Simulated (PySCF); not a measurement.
Start geometry of `[Ge]([F])([F])([F])[GeH]([F])[F]` from GFN2-xTB (Å):
```
atom  x, y, z in Å
F1    -1.7902   -1.2696    1.1421
Ge2   -1.2831   -0.1715   -0.1100
F3    -2.1004    1.2948    0.3405
Ge4    1.2254    0.1396    0.0262
F5     1.9939    0.6677    1.4702
F6     1.8202    1.2541   -1.1605
F7     2.1062   -1.3048   -0.3634
H8    -1.9170   -0.6294   -1.3974
```

Question: What comes out of this run: PySCF 2.14.0, PBE0-D3(BJ)/def2-SVP geometry optimisation, gas phase?

Answer: 
```
atom  x, y, z in Å
F1    -1.5613   -1.2168    1.2859
Ge2   -1.2339   -0.1293   -0.0121
F3    -1.8629    1.3987    0.4822
Ge4    1.1802    0.0968   -0.0967
F5     1.8837    0.7357    1.3310
F6     1.6723    1.1156   -1.3915
F7     1.9355   -1.4213   -0.3788
H8    -1.9586   -0.5985   -1.2724
```

The energy falls by 0.176 eV over 12 energy and gradient evaluations, the largest force component goes from 0.0198 to 2.9e-04 Eh/bohr, and the atoms move by 0.145 Å rms after alignment. The bond that changes most is Ge2–Ge4 (ends: germanium bonded to 2 F, Ge and H; germanium bonded to 3 F and Ge), which shortens by 0.105 Å. Bonds longer at the end by more than 0.005 Å: 1 of 7; shorter: 5. Among the angles that change most is Ge2–Ge4–F5, from 121.7° to 114.4°. Rotational constants go from 2214, 726.8, 679.2 to 2138, 808.4, 747.9 MHz. The orientation of the end geometry is arbitrary; only internal coordinates are fixed.

The run used 139 basis functions and 72 SCF cycles in all.

Whether it is a minimum is left open (no frequencies).
